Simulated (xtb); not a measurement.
xtb input (GFN2-xTB):

```bash
xtb mol.xyz --gfn 2 --ohess tight --chrg -1 --uhf 0
```
mol.xyz:
```
5

O      1.46012781     0.33777760    -0.85939696
Si     0.13308831     0.05680851    -0.11322258
F      0.23068012    -1.16874568     1.00507296
F     -0.49953656     1.21651117     0.76232168
F     -1.17747101    -0.40471204    -0.92214101
```

Output:

```
           -------------------------------------------------
          |                Calculation Setup                |
           -------------------------------------------------

           -------------------------------------------------
          |                 G F N 2 - x T B                 |
           -------------------------------------------------

        Reference                      10.1021/acs.jctc.8b01176
      * Hamiltonian:
        H0-scaling (s, p, d)           1.850000    2.230000    2.230000
        zeta-weighting                 0.500000
      * Dispersion:
        s8                             2.700000
        a1                             0.520000
        a2                             5.000000
        s9                             5.000000
      * Repulsion:
        kExp                           1.500000    1.000000
        rExp                           1.000000
      * Coulomb:
        alpha                          2.000000
        third order                    shell-resolved
        anisotropic                    true
        a3                             3.000000
        a5                             4.000000
        cn-shift                       1.200000
        cn-exp                         4.000000
        max-rad                        5.000000

          ...................................................
          :                      SETUP                      :
          :.................................................:
          :  # basis functions                  26          :
          :  # atomic orbitals                  25          :
          :  # shells                           11          :
          :  # electrons                        32          :
          :  max. iterations                   250          :
          :  Hamiltonian                  GFN2-xTB          :
          :  restarted?                      false          :
          :  GBSA solvation                  false          :
          :  PC potential                    false          :
          :  electronic temp.          300.0000000     K    :
          :  accuracy                    1.0000000          :
          :  -> integral cutoff          0.2500000E+02      :
          :  -> integral neglect         0.1000000E-07      :
          :  -> SCF convergence          0.1000000E-05 Eh   :
          :  -> wf. convergence          0.1000000E-03 e    :
          :  Broyden damping             0.4000000          :
          :  net charge                         -1          :
          :  unpaired electrons                  0          :
          ...................................................

 iter      E             dE          RMSdq      gap      omega  full diag
   1    -20.4611167 -0.204611E+02  0.931E+00   11.30       0.0  T
   2    -20.5290524 -0.679357E-01  0.732E+00    9.05       1.0  T
   3    -20.5332741 -0.422174E-02  0.435E+00    9.35       1.0  T
   4    -20.5262599  0.701418E-02  0.204E+00    8.68       1.0  T
   5    -20.5341883 -0.792840E-02  0.572E-01    9.52       1.0  T
   6    -20.5354146 -0.122625E-02  0.357E-01    9.19       1.0  T
[...]
          |                Geometry Summary                 |
           -------------------------------------------------

      molecular mass/u    :      101.0801131
   center of mass at/Å    :        0.0004767       0.0005931      -0.0078944
  moments of inertia/u·Å² :        0.1153948E+03   0.1262738E+03   0.1263182E+03
rotational constants/cm⁻¹ :        0.1460865E+00   0.1335006E+00   0.1334537E+00

 * 4 selected distances

     #   Z          #   Z                                           value/Å
     1   8 O        2  14 Si                                      1.5177236 (min)
     2  14 Si       3   9 F                                       1.6306053
     2  14 Si       4   9 F                                       1.6306538 (max)
     2  14 Si       5   9 F                                       1.6306374

 * 2 distinct bonds (by element types)

   Z      Z             #   av. dist./Å        max./Å        min./Å
   8 O   14 Si          1     1.5177236     1.5177236     1.5177236
   9 F   14 Si          3     1.6306322     1.6306538     1.6306053

           -------------------------------------------------
          |               Frequency Printout                |
           -------------------------------------------------
 projected vibrational frequencies (cm⁻¹)
eigval :       -0.00    -0.00    -0.00     0.00     0.00     0.00
eigval :      212.65   212.81   314.64   326.52   326.57   702.67
eigval :      747.99   748.21  1354.91
 reduced masses (amu)
   1: 19.88   2: 19.53   3: 19.40   4: 19.63   5: 20.11   6: 19.51   7: 18.51   8: 18.51
   9: 20.40  10: 20.26  11: 20.26  12: 19.62  13: 23.30  14: 23.30  15: 21.01
 IR intensities (km·mol⁻¹)
   1:  4.37   2:  9.23   3:  8.29   4:  4.46   5:  3.01   6:  2.41   7:  0.60   8:  0.60
   9: 49.01  10: 98.08  11: 98.07  12: 59.96  13:314.93  14:315.06  15:376.90
 Raman intensities (Ä⁴*amu⁻¹)
   1:  0.00   2:  0.00   3:  0.00   4:  0.00   5:  0.00   6:  0.00   7:  0.00   8:  0.00
   9:  0.00  10:  0.00  11:  0.00  12:  0.00  13:  0.00  14:  0.00  15:  0.00
 output can be read by thermo (or use thermo option).
Refinement of some symmetry elements was terminated before convergence was reached.
Some symmetry elements may remain unidentified.
Molecule has the following symmetry elements: (C3) 3*(sigma)
It seems to be the C3v point group
 writing <g98.out> molden fake output.
 recommended (thermochemical) frequency scaling factor: 1.0
           -------------------------------------------------
          |             Thermodynamic Functions             |
           -------------------------------------------------

c3v symmetry found (for desy threshold:  0.10E+00) used in thermo

          ...................................................
          :                      SETUP                      :
          :.................................................:
          :  # frequencies                           9      :
          :  # imaginary freq.                       0      :
          :  linear?                             false      :
          :  only rotor calc.                    false      :
          :  symmetry                              c3v      :
          :  rotational number                       3      :
          :  scaling factor                  1.0000000      :
          :  rotor cutoff                   50.0000000 cm⁻¹ :
          :  imag. cutoff                  -20.0000000 cm⁻¹ :
          :.................................................:

    mode    ω/cm⁻¹     T·S(HO)/kcal·mol⁻¹    T·S(FR)/kcal·mol⁻¹   T·S(vib)
   ------------------------------------------------------------------------
       1    212.65    -0.60251 ( 99.70%)    -0.62752 (  0.30%)    -0.60259
       2    212.81    -0.60210 ( 99.70%)    -0.62729 (  0.30%)    -0.60218
   ------------------------------------------------------------------------

   temp. (K)  partition function   enthalpy   heat capacity  entropy
                                   cal/mol     cal/K/mol   cal/K/mol   J/K/mol
 298.15  VIB   5.41                 1612.960     10.955      8.766
         ROT  0.345E+05              888.752      2.981     23.748
         INT  0.187E+06             2501.712     13.936     32.514
         TR   0.983E+27             1481.254      4.968     39.732
         TOT                        3982.9664    18.9043    72.2462   302.2783

       T/K    H(0)-H(T)+PV         H(T)/Eh          T*S/Eh         G(T)/Eh
   ------------------------------------------------------------------------
    298.15    0.634726E-02    0.176173E-01    0.343265E-01   -0.167092E-01
   ------------------------------------------------------------------------

         :::::::::::::::::::::::::::::::::::::::::::::::::::::
         ::                  THERMODYNAMIC                  ::
         :::::::::::::::::::::::::::::::::::::::::::::::::::::
         :: total free energy         -20.496510011318 Eh   ::
         ::.................................................::
         :: total energy              -20.479800761595 Eh   ::
         :: zero point energy           0.011270008703 Eh   ::
         :: G(RRHO) w/o ZPVE           -0.027979258425 Eh   ::
         :: G(RRHO) contrib.           -0.016709249723 Eh   ::
         :::::::::::::::::::::::::::::::::::::::::::::::::::::

optimized geometry written to: xtbopt.xyz

           -------------------------------------------------
          | TOTAL ENERGY              -20.479800761595 Eh   |
          | TOTAL ENTHALPY            -20.462183491988 Eh   |
          | TOTAL FREE ENERGY         -20.496510011318 Eh   |
          | GRADIENT NORM               0.000145929031 Eh/α |
          | HOMO-LUMO GAP               9.634272368495 eV   |
           -------------------------------------------------

------------------------------------------------------------------------
------------------------------------------------------------------------
 total:
 SCF:
 ANC optimizer:
 analytical hessian:
Note: The following floating-point exceptions are signalling: IEEE_DENORMAL
normal termination of xtb
```

It need not be the lowest isomer of its formula. Whether it binds its extra electron was not tested at this geometry.
